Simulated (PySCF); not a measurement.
How the method moves the HOMO and LUMO of `NBC1CC1`

Compound: C3H8BN.
Geometry (PBE0-D3(BJ)/def2-SVP, Å), atoms numbered from 1 in this order:
```
atom  x, y, z in Å
N1     2.3447    0.1560    0.0495
B2     1.0172    0.2164    0.4734
C3    -0.1766   -0.1604   -0.4489
C4    -1.4009   -0.8023    0.1777
C5    -1.4775    0.6046   -0.2898
H6     3.1243    0.4019    0.6436
H7     2.6183   -0.1357   -0.8802
H8     0.8017    0.5825    1.6131
H9     0.0414   -0.4887   -1.4726
H10   -1.3796   -0.9950    1.2542
H11   -1.9196   -1.5697   -0.4034
H12   -2.0493    0.8182   -1.1970
H13   -1.5108    1.4029    0.4572
```

Basis pcSseg-2 throughout (PySCF), one geometry. The structure is a single PBE0-D3(BJ)/def2-SVP conformer in the gas phase; no vibrational or solvent corrections.

**Question.** How do the orbital energies, the gap and the dipole change with the method?

**Answer.** 
| method | kind | HOMO (eV) | LUMO (eV) | gap (eV) | μ (D) | SCF cycles |
| --- | --- | --- | --- | --- | --- | --- |
| BLYP | GGA | -6.33 | -0.22 | 6.11 | 1.55 | 14 |
| B97-D | GGA | -6.43 | -0.18 | 6.25 | 1.53 | 14 |
| OPBE | GGA | -6.45 | -0.17 | 6.28 | 1.55 | 15 |
| PBE | GGA | -6.48 | -0.34 | 6.14 | 1.57 | 14 |
| KT2 | GGA | -6.51 | -0.37 | 6.14 | 1.50 | 14 |
| KT3 | GGA | -6.52 | -0.32 | 6.19 | 1.49 | 14 |
| BP86 | GGA | -6.57 | -0.37 | 6.20 | 1.55 | 14 |
| LDA | LDA | -6.65 | -0.57 | 6.08 | 1.59 | 13 |
| B97-2 | global hybrid | -7.48 | 0.59 | 8.07 | 1.49 | 13 |
| B3LYP | global hybrid | -7.52 | 0.34 | 7.86 | 1.50 | 13 |
| PBE0 | global hybrid | -7.75 | 0.58 | 8.33 | 1.50 | 12 |
| mPW1PW91 | global hybrid | -7.77 | 0.57 | 8.35 | 1.50 | 12 |
| BHandHLYP | global hybrid | -8.92 | 1.21 | 10.12 | 1.43 | 11 |
| CAM-B3LYP | range-separated hybrid | -9.12 | 1.36 | 10.48 | 1.49 | 12 |
| wB97X-D | range-separated hybrid | -9.61 | 2.34 | 11.94 | 1.49 | 13 |
| LC-wPBE | range-separated hybrid | -10.52 | 2.52 | 13.04 | 1.49 | 12 |
| HF | Hartree–Fock | -10.75 | 2.83 | 13.58 | 1.34 | 10 |

The HOMO spans 4.42 eV, from BLYP down to HF, and the gap runs from 6.08 eV (LDA) to 13.58 eV (HF). Over the methods BLYP (0 %), B97-D (0 %), OPBE (0 %), PBE (0 %), KT2 (0 %), KT3 (0 %), BP86 (0 %), LDA (0 %), B97-2 (21 %), B3LYP (20 %), PBE0 (25 %), mPW1PW91 (25 %), BHandHLYP (50 %), HF (100 %), a straight line through the gap against the share of exact exchange rises by 0.75 eV for each 10 % (correlation coefficient 0.998). The dipole ranges from 1.34 D (HF) to 1.59 D (LDA). This basis has no diffuse functions.
